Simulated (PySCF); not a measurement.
PySCF 2.14 output of an unrestricted wB97X calculation on a single atom or ion in dyall-av2z (17s13p4d, 76 functions), with the non-relativistic Hamiltonian (point nucleus):

```
SCF conv_tol = 1e-09
number electrons alpha = 11  beta = 9
    J.-D. Chai and M. Head-Gordon.,  J. Chem. Phys. 128, 084106 (2008)
cycle= 1 E= -677.494930944769  delta_E= -0.00858  |g|= 0.0182  |ddm|= 0.163
cycle= 2 E= -677.495424043395  delta_E= -0.000493  |g|= 0.00768  |ddm|= 0.0446
cycle= 3 E= -677.495555942166  delta_E= -0.000132  |g|= 0.0039  |ddm|= 0.0189
cycle= 4 E= -677.495622206599  delta_E= -6.63e-05  |g|= 0.00182  |ddm|= 0.0154
cycle= 5 E= -677.495644198107  delta_E= -2.2e-05  |g|= 0.000465  |ddm|= 0.0124
cycle= 6 E= -677.495645260824  delta_E= -1.06e-06  |g|= 8.54e-05  |ddm|= 0.00334
cycle= 7 E= -677.495645287925  delta_E= -2.71e-08  |g|= 7.78e-06  |ddm|= 0.000779
cycle= 8 E= -677.495645288128  delta_E= -2.03e-10  |g|= 1.42e-06  |ddm|= 0.000114
converged SCF energy = -677.495645288128  <S^2> = 2.0002901  2S+1 = 3.0001934
```

The run itself started from symmetry-adapted Hartree-Fock orbitals and held the occupation by maximum overlap, on a logarithmic radial grid, so the iterations belong to that start.

Question: Which element, charge and spin multiplicity is this?

Answer: Ca (calcium, neutral), multiplicity 3; the state was [Ar] 4s1 4p1, high-spin 3P determinant (an excited configuration).
